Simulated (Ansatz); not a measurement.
CH₃S (SMILES [CH2-]S), charge -1, singlet, at a GFN2-xTB geometry (a gas-phase anion, which may not be bound at this level); CCSD(T)/cc-pVTZ run with Ansatz (an electronic-structure program).

Ansatz was given this input:
Ansatz 0.2 input:
```yaml
crystal:
  periodic: [false, false, false]
  atoms:
    - {symbol: C, position_ang: [-0.18310410, 1.16138186, 0.01505557]}
    - {symbol: S, position_ang: [-0.04796709, -0.56372168, -0.01148952]}
    - {symbol: H, position_ang: [1.29602576, -1.14309776, 0.01927862]}
    - {symbol: H, position_ang: [0.25755768, 1.58118756, 0.93632275]}
    - {symbol: H, position_ang: [0.31251462, 1.61316597, -0.86210237]}
basis:
  gaussian:
    orbitals: cc-pVTZ
total_charge: -1
magnetization: {spin_polarized: false}
correlation: {method: ccsd_t, electrons: outside_noble_gas}
```

What the program printed (banner, timings and long lists left out):

```
Functional definition: HF
601 factors; integrals over basis functions are off by at most 8.6e-4 eV
mean field evaluation 1: about -11892.5852 eV, gradient 1.8e1 eV
mean field evaluation 2: about -11892.5892 eV, gradient 1.8e1 eV
mean field evaluation 4: about -11893.7296 eV, gradient 2.3e0 eV
mean field evaluation 8: about -11893.7583 eV, gradient 1.5e-3 eV
mean field evaluation 16: about -11893.7265 eV, gradient 2.3e0 eV
mean field -11893.75834779 eV, -437.0875574024 hartree, gradient 9.9e-7 eV, S^2 0.000000; 0 other end points of the search recorded, 0 dependent functions left out
6 core orbitals not correlated
reference -11893.75834779 eV, -437.0875574024 hartree; 7, 7 occupied and 93, 93 virtual orbitals, 601 factors
second order -10.23398085 eV of doubles, -0.00000000 eV of singles
cycle   1  -10.66322768 eV  change   -4.3e-1 eV  update   7.5e-2
cycle   2  -10.94196164 eV  change   -2.8e-1 eV  update   2.3e-2
cycle   3  -10.99749772 eV  change   -5.6e-2 eV  update   1.3e-2
cycle   4  -10.99493692 eV  change    2.6e-3 eV  update   4.4e-3
cycle   5  -10.99446768 eV  change    4.7e-4 eV  update   2.9e-3
cycle   6  -10.99442027 eV  change    4.7e-5 eV  update   1.1e-3
cycle   7  -10.99437045 eV  change    5.0e-5 eV  update   3.4e-4
cycle   8  -10.99443298 eV  change   -6.3e-5 eV  update   1.0e-4
cycle   9  -10.99443089 eV  change    2.1e-6 eV  update   2.9e-5
cycle  10  -10.99442224 eV  change    8.7e-6 eV  update   1.0e-5
perturbative correction -0.50211980 eV, -0.0184525623 hartree
Total energy: -11905.25488983 eV, -437.5100475297 hartree
```
